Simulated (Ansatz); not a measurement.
Isolated molecules relaxed with PBE0-D4/def2-TZVP in Ansatz; ΔE leaves out vibrations. CBS: MP2 limit from def2 TZ/QZ plus the TZ coupled-cluster correction, frozen cores. For Ge outer-core shells are correlated without core-valence functions, which leaves a few kJ/mol of doubt a bond. Scalar relativity is left out up to krypton. Each species was taken in one conformer, which may not be the lowest.

Consider the redistribution: `C[SiH](F)N[SiH2]O` + `Cl[CH2][GeH3]` → `C[SiH](F)N[SiH3]` + `O[CH](Cl)[GeH3]`.

```json
{"species": "`C[SiH](F)N[SiH2]O`", "HF/def2-QZVPP energy (Eh)": "-849.52567"}
{"species": "`Cl[CH2][GeH3]`", "HF/def2-QZVPP energy (Eh)": "-2575.71804"}
{"species": "`C[SiH](F)N[SiH3]`", "HF/def2-QZVPP energy (Eh)": "-774.56110"}
{"species": "`O[CH](Cl)[GeH3]`", "HF/def2-QZVPP energy (Eh)": "-2650.60761"}
```

**Question.** Work out ΔE.

**Answer.** ΔE = (-774.56110) + (-2650.60761) − (-849.52567) − (-2575.71804) = 0.07500 Eh = +196.9 kJ/mol. CCSD(T)/CBS gives +192.2 kJ/mol.

Largest T1 diagnostic among the species: 0.011.

From PBE to PBE0 (25 % exact exchange), in def2-TZVPP and without D4, ΔE moves by +8.9 kJ/mol.
